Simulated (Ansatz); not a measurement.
The same path of AsH₃ (4 atoms, charge 0, multiplicity 1) was run twice with different band settings. The coordinate that changes most is the height of As1 over the plane of its neighbours.

These are results of RKS PBE0-D4/def2-SVP in Ansatz 0.2.0, not measurements.

Relaxed end points:

```xyz
4
Properties=species:S:1:pos:R:3
As -0.216 0.488 -0.347
H 0.351 0.632 1.062
H -1.071 -0.707 0.061
H 0.936 -0.413 -0.776
```

```xyz
4
Properties=species:S:1:pos:R:3
As 0.216 -0.488 0.347
H 0.207 0.958 0.831
H -1.215 -0.381 -0.170
H 0.792 -0.088 -1.007
```

Common settings: movable images 9; climbing image yes; spring 5.0 eV/Å²; optimiser quadratic models (default); start path through a guess of the saddle point; iteration limit 60; end points relaxed.

| run | force threshold |
| --- | --- |
| 1 | 0.05 eV/Å |
| 2 | 0.5 eV/Å |

What does each run give, and how far can it be trusted?

Run 1: converged after 5 iterations, highest image 1.760 eV above the first end. A vibrational analysis at the climbing image gives one clearly imaginary mode, 1112i cm⁻¹: a first-order saddle point.
Run 2: converged after 4 iterations, highest image 1.761 eV above the first end. The threshold of 0.5 eV/Å is loose, so the images may lie well off the minimum-energy path. Another band between the same ends (9 images) ends at a top of the same energy, where a vibrational analysis finds 1 clearly imaginary mode.
